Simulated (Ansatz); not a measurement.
Sn(CF3)H3 (CH₃F₃Sn), relaxed as a singlet with RKS PBE0-D4/def2-SVP in Ansatz, starting from the GFN2-xTB geometry. Force threshold 0.02 eV/Å.

In the def2 sets Sn takes a core potential; there is no spin–orbit coupling.

Start:

Cartesian coordinates in Å:
```
Sn -0.090 1.017 0.499
C 0.088 -0.991 -0.487
F -1.059 -1.690 -0.451
F 1.016 -1.773 0.090
F 0.429 -0.904 -1.783
H 1.430 1.681 0.513
H -0.665 0.751 2.033
H -1.150 1.909 -0.413
```

| step | energy (eV) | largest force component (eV/Å) | SCF passes |
| --- | --- | --- | --- |
| 1 | -15051.0757 | 1.114 | 23 |
| 2 | -15051.1348 | 0.419 | 27 |
| 3 | -15051.1468 | 0.093 | 28 |
| 4 | -15051.1473 | 0.028 | 22 |
| 5 | -15051.1477 | 0.004 | 27 |
| 6 | -15051.1479 | 0.037 | 27 |
| 7 | -15051.1480 | 0.002 | 22 |

Force components are those of the run's own axes.

End:

```xyz
8

Sn   -0.0870    0.9819    0.4822
C     0.0876   -0.9885   -0.4854
F    -1.0857   -1.6352   -0.5071
F     0.9622   -1.7785    0.1521
F     0.5036   -0.8825   -1.7548
H     1.4607    1.7000    0.4486
H    -0.6214    0.7148    2.0807
H    -1.2200    1.8880   -0.4162
```

By distances, no bond broke or formed. The bond that changes most is Sn1–H6, from 1.66 to 1.71 Å (atoms count from 1).

The force fell under the threshold at step 5, but the optimiser went on. No frequencies were taken in this run, so the end may be a saddle point.

Run time 10 s (4 threads of AMD EPYC 7B13 on a shared host).
